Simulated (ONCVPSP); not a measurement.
# Configuration tests for carbon (ONCV)

```
Element                 : carbon
Generator               : ONCVPSP 4.0.1
Type                    : optimised norm-conserving Vanderbilt (ONCV)
Functional              : PBEsol
Relativity              : scalar-relativistic
Frozen core             : [He]
Valence charge          : 4
Reference configuration : 2s1.5 2p2.5
Partial waves           : 2s: rc 1.30 bohr, ncon 3, nbas 8, qcut 4.3 1/bohr, 1 projector; 2p: rc 2.90 bohr, ncon 3, nbas 8, qcut 4.2 1/bohr, 2 projectors, debl 0.9 Ha
Local potential         : polynomial inside 1.25 bohr (lpopt 5, dvloc0 0 Ha)
Core correction         : polynomial model core, fcfact 0.2
```

Energies are relative to the spin-unpolarised reference configuration 2s1.5 2p2.5; without spin polarisation the order of configurations can differ from experiment.

| valence configuration | charge | ΔE all-electron (eV) | error AE − PS (meV) |
| --- | --- | --- | --- |
| 2s2 2p1 | +1 | 6.578 | +310 |
| 2s2 2p1.5 | +0.5 | -0.278 | +62 |

(1) What are ΔE and the potential's error for 2s2 2p2?

(2) What are ΔE and the potential's error for 2s2 2p0?

Levels in the configuration 2s2 2p2:

```csv
level,all-electron (eV),pseudo (eV)
2s,-13.648,-13.507
2p,-5.234,-5.168
```

Answers

(1) ΔE = -4.210 eV all-electron; the error (AE − PS) is -20 meV.

(2) ΔE = 30.597 eV all-electron; the error (AE − PS) is +1812 meV.
